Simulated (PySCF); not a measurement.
**Yb²⁺: ionisation energy**

Yb²⁺ [Xe] 4f14 → Yb³⁺ [Xe] 4f13 [4f5/2^6 4f7/2^7, M_J = 7/2], as a difference of total energies. Computed with PySCF 2.14 in x2c-QZVPPall-2c (16s16p12d6f4g1h, 213 functions), with the two-component X2C-1e Hamiltonian. Correlated levels: [Ar] 3d10 frozen; the 40 highest virtual spinors dropped. "Screened" scales the spin-orbit matrix elements by Boettger's factors to mimic the two-electron term; Breit and QED terms are absent.

```json
{"method": "GHF (spin-free)", "ionisation energy (eV)": "20.807", "difference from reference (eV)": "-4.246"}
{"method": "GMP2 (spin-free)", "ionisation energy (eV)": "27.738", "difference from reference (eV)": "+2.685"}
{"method": "GHF (screened spin-orbit)", "ionisation energy (eV)": "20.147", "difference from reference (eV)": "-4.906"}
{"method": "GMP2 (screened spin-orbit)", "ionisation energy (eV)": "27.096", "difference from reference (eV)": "+2.043"}
```

Reference: 25.053 ± 0.025 eV (semi-empirical (NIST evaluation); NIST Atomic Spectra Database, ionization energies).

The spin-free rows lack the spin-orbit shift.
